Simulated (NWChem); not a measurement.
System meant: VOF₂, doublet; SMILES [O]=[V]([F])[F]

The following NWChem deck was run.

```
start job
memory heap 200 mb stack 900 mb global 1100 mb
geometry units angstroms noautoz
  V      0.000000     0.000000     0.153585
  O      0.000000     0.000000     1.945249
  F     -1.370868     0.000000    -0.950131
  F      1.370868     0.000000    -0.950131
end
basis spherical
  * library def2-svp
end
dft
  odft
  mult 2
  xc pbe0
  iterations 4
  mulliken
end
task dft energy
```

End of the output:

```
     --------------------------
     Expectation value of S2:
     --------------------------
      <S2> =      0.7686 (Exact =     0.7500)

 center of mass
 --------------
 x =   0.00000000 y =   0.00000000 z =   0.02574788

 moments of inertia (a.u.)
 ------------------
         597.645530995053           0.000000000000           0.000000000000
           0.000000000000         342.648001892798           0.000000000000
           0.000000000000           0.000000000000         254.997529102255

     Multipole analysis of the density
     ---------------------------------

     L   x y z        total         alpha         beta         nuclear
     -   - - -        -----         -----         ----         -------
     0   0 0 0     -0.000000    -25.000000    -24.000000     49.000000

     1   1 0 0     -0.000000     -0.000000     -0.000000      0.000000
     1   0 1 0     -0.000000     -0.000000     -0.000000      0.000000
     1   0 0 1     -8.975661     -4.984903     -3.990758      0.000000

     2   2 0 0    -20.639238    -10.908554     -9.730684      0.000000
     2   1 1 0     -0.000000     -0.000000     -0.000000      0.000000
     2   1 0 1      0.000000      0.000000      0.000000      0.000000
     2   0 2 0    -13.515921    -69.297205    -65.017192    120.798476
     2   0 1 1     -0.000000     -0.000000     -0.000000      0.000000
     2   0 0 2     23.431237    -73.179313    -71.168670    167.779221

 ------------------------------------------------------------------------
 dft energy failed                                                                                  0
 ------------------------------------------------------------------------
 ------------------------------------------------------------------------
  current input line :
    19: task dft energy
 ------------------------------------------------------------------------
 ------------------------------------------------------------------------
 This type of error is most commonly associated with calculations not reaching convergence criteria
 ------------------------------------------------------------------------
 For more information see the NWChem manual at https://nwchemgit.github.io

0:dft energy failed:Received an Error in Communication
```

Problem. Can this run be used? If not, why, and what is the fix?

Solution. The run did not converge; its last values are not results. Cause: the SCF was allowed too few iterations. This input runs:
```
start job
memory heap 200 mb stack 900 mb global 1100 mb
geometry units angstroms noautoz
  V      0.000000     0.000000     0.153585
  O      0.000000     0.000000     1.945249
  F     -1.370868     0.000000    -0.950131
  F      1.370868     0.000000    -0.950131
end
basis spherical
  * library def2-svp
end
dft
  odft
  mult 2
  xc pbe0
  iterations 150
  mulliken
end
task dft energy
```
It converges to -1218.17265 Ha (PBE0/def2-SVP, spin-unrestricted).
